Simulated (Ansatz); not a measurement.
Cl4Te, charge -1, doublet, geometry from GFN2-xTB (a state made from the parent by changing its charge; the spin is typed, not shown lowest) (core potentials on Te) (a gas-phase anion, which may not be bound at this level). Base run: PBE/def2-SV(P) (Ansatz, a quantum-chemistry and plane-wave program).

The Ansatz input:
Ansatz 0.2 input:
```yaml
crystal:
  periodic: [false, false, false]
  atoms:
    - {symbol: Te, position_ang: [0.00024344, -0.00520567, 0.19683257]}
    - {symbol: Cl, position_ang: [1.52359952, -1.93354330, -0.20364566]}
    - {symbol: Cl, position_ang: [1.93806377, 1.52729837, -0.11262876]}
    - {symbol: Cl, position_ang: [-1.52397184, 1.94150491, -0.09739239]}
    - {symbol: Cl, position_ang: [-1.93843609, -1.51933676, -0.18840929]}
basis:
  gaussian:
    orbitals: def2-SV_P_.json
hamiltonian:
  xc: pbe
total_charge: -1
magnetization: {spin_polarized: true, initial_magnetization: 1}
```
The basis file holds def2-SV(P) in the JSON format of the Basis Set Exchange.

Variants of this job, named by their change:

```tsv
change	basis functions	E (Eh)
base	98	-2107.64624
basis = ANO-RCC-VDZP; relativity = none	115	-8236.11453
basis = x2c-SVPall; relativity = spin-free X2C; nucleus = Gaussian	108	-8637.80723
basis = ANO-RCC-VDZP; relativity = spin-free X2C; nucleus = Gaussian	115	-8639.11253
basis = jorge-DZP-DKH; relativity = spin-free X2C	144	-8633.88111
basis = ANO-RCC-VDZP; relativity = spin-free X2C	115	-8639.33179
basis = jorge-DZP-DKH; relativity = none	144	-8383.90225
basis = jorge-DZP-DKH; relativity = spin-free X2C; nucleus = Gaussian	144	-8633.69515
basis = x2c-SVPall; relativity = none	108	-8281.61976
basis = x2c-SVPall; relativity = spin-free X2C	108	-8637.97178
```

Totals shift with the method and basis; they matter in differences.

Ansatz warned in this series: the basis is contracted for relativity, which the run leaves out.

A gas-phase anion may not be bound at this level; its values then depend on the basis.

Basis sets contracted for a relativistic Hamiltonian are a mismatch without it, so the rows without relativity aren't non-relativistic limits. No row has spin-orbit coupling; sets with core potentials leave out the core electrons.
